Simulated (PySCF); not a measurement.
CH₅AlClN, singlet, at a GFN2-xTB geometry (such geometries of metal compounds can be far from the true shape). Base run: CCSD(T)/cc-pVDZ (PySCF).

Here is a job for PySCF.
```python
from pyscf import gto, scf, cc

mol = gto.Mole()
mol.atom = '''
    Al    0.48135488   -0.09296804    0.19740626
    Cl   -0.41146486    0.29270915    1.96914994
    H     1.96551953   -0.44274904    0.17312218
    N    -0.35861558   -0.05314847   -1.37433517
    C     0.23627650   -0.32253180   -2.67921928
    H    -1.34564708    0.16789078   -1.47428118
    H     0.16094898    0.54518124   -3.34120768
    H    -0.24180263   -1.17566085   -3.16956605
    H     1.29092031   -0.55490309   -2.53423579
'''
mol.basis = 'cc-pvdz'
mol.verbose = 4
mol.max_memory = 1800
mol.build()

mf = scf.RHF(mol)
mf.kernel()

mycc = cc.CCSD(mf, frozen=12)
mycc.kernel()
et = mycc.ccsd_t()
print('E(CCSD(T)) = %.10f' % (mycc.e_tot + et))
```

Question: The base was run again with changes. Order these runs by total energy, lowest first: method = cisd | method = ccsd | method = mp2.

Answer: method = ccsd (ΔE vs base (kcal/mol) 8.65), method = mp2 (ΔE vs base (kcal/mol) 37.24), method = cisd (ΔE vs base (kcal/mol) 58.07)
